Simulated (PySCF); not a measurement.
Why did this PySCF run fail?

```python
from pyscf import gto, scf, mp

mol = gto.M(
    atom='Rh 0 0 -0.0667; O 1.7483 0 0.2052; O -1.7483 0 0.2052',
    basis='ano-rcc-vdzp',
    charge=-1,
    spin=0,
    symmetry=True,
    verbose=4,
)
mf = scf.RHF(mol)
mf = mf.sfx2c1e()
mf.max_cycle = 5
mf.level_shift = 0.3
mf.kernel()
mp.MP2(mf).kernel()
mf.dip_moment()
print('orbital energies (hartree):', mf.mo_energy[..., max(0, mol.nelec[1]-3):mol.nelec[0]+3].round(4))
```

```bash
$ OMP_NUM_THREADS=1 python input.py
```

The log, shortened:

```
[earlier lines left out]
SCF max_cycles = 5
direct_scf = True
direct_scf_tol = 1e-13

******** <class 'pyscf.x2c.sfx2c1e.SpinFreeX2CHelper'> ********
approx = 1e
xuncontract = 1
Freeze 0 electrons in irreps []
    62 free electrons in irreps A1 A2 B1 B2
Set gradient conv threshold to 3.16228e-05
Initial guess from minao.
init E= -4930.27900741063
cycle= 1 E= -4930.2672281147  delta_E= 0.0118  |g|= 1.81  |ddm|= 3.23
cycle= 2 E= -4930.41276471364  delta_E= -0.146  |g|= 1.65  |ddm|= 1.79
cycle= 3 E= -4930.80002310169  delta_E= -0.387  |g|= 0.332  |ddm|= 0.659
cycle= 4 E= -4930.8277422819  delta_E= -0.0277  |g|= 0.0762  |ddm|= 0.249
cycle= 5 E= -4930.83254867854  delta_E= -0.00481  |g|= 0.0455  |ddm|= 0.127
SCF not converged.
SCF energy = -4930.83254867854

******** <class 'pyscf.mp.mp2.RMP2'> ********
nocc = 31, nmo = 71
Init E(MP2) = -1.01576606787235
cycle = 1  E_corr(MP2) = -1.01631399445657  dE = -0.000547926584  norm(t2) = 0.00155839
cycle = 2  E_corr(MP2) = -1.01632048501204  dE = -6.49055548e-06  norm(t2) = 1.2289e-05
cycle = 3  E_corr(MP2) = -1.01632050922393  dE = -2.42118878e-08  norm(t2) = 1.17354e-07
E(RMP2) = -4931.84886918777  E_corr = -1.01632050922393
E(SCS-RMP2) = -4931.76268277456  E_corr = -0.930134096017629
E_corr(same-spin) = -0.333981363520484
E_corr(oppo-spin) = -0.682339145703445
Dipole moment(X, Y, Z, Debye):  0.00000,  0.00000, -2.24365
orbital energies (hartree): [-0.1935 -0.154  -0.1242  0.4744  0.5756  0.621 ]
```

Which setting is at fault, why, and what does a mended input give?

The cycle limit (5): the limit is below the number of cycles that the SCF needs. With this edit
```diff
- mf.max_cycle = 5
```
the run finishes: E(SCF) = -4930.836997 Eh, E(MP2) − E(SCF) = -0.99793 Eh.

The basis has no diffuse functions, which an anion needs. The dipole of an ion depends on the origin.
